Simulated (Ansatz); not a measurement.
**Abstraction of H: SiH2(OH)(SiH3) + GeH(CH3)Cl → SiH(OH)(SiH3) + GeH2(CH3)Cl**

Species: SiH2(OH)(SiH3) (disilanol), singlet; GeH(CH3)Cl, doublet; SiH(OH)(SiH3), doublet; GeH2(CH3)Cl, singlet. A radical takes H: the energy is the difference in strength between the Si–H bond broken and the Ge–H bond made.

Shapes, held fixed at every level: PBE0-D4/def2-TZVP. Flexible molecules stand in one conformer, not always the lowest. Programs: Ansatz 0.2.0. The zero-point and thermal change to 298 K, harmonic and unscaled (PBE0-D4/def2-TZVP), is 0.0 kJ/mol.

Question: Estimate ΔH(298 K) of this reaction.

Answer: The highest level, CCSD(T)/def2-TZVPP, gives ΔH(298 K) = +15.8 kJ/mol; the levels span +14.7 to +22.3. The column of differences is taken from that level and isn't an error. No measured value is set beside it here. Open shells run unrestricted. Relativity is left out for Ge. Outer-core shells of Ge are correlated in most correlated rows, in sets that cover them unevenly.

```csv
level,kind,ΔH(298 K) (kJ/mol),less CCSD(T)/def2-TZVPP
MP2/def2-SVP,perturbation theory,+14.7,-1.1
HF/def2-TZVPP,Hartree–Fock,+22.3,+6.5
r2SCAN-D4/def2-TZVPP,meta-GGA,+15.6,-0.2
wB97X-V/def2-TZVPP,range-separated hybrid,+18.3,+2.5
B2PLYP/def2-TZVPP,double hybrid,+20.2,+4.4
CCSD/def2-TZVPP,coupled cluster or CI,+16.6,+0.8
CCSD(T)/def2-TZVPP,coupled cluster or CI,+15.8,0.0
```
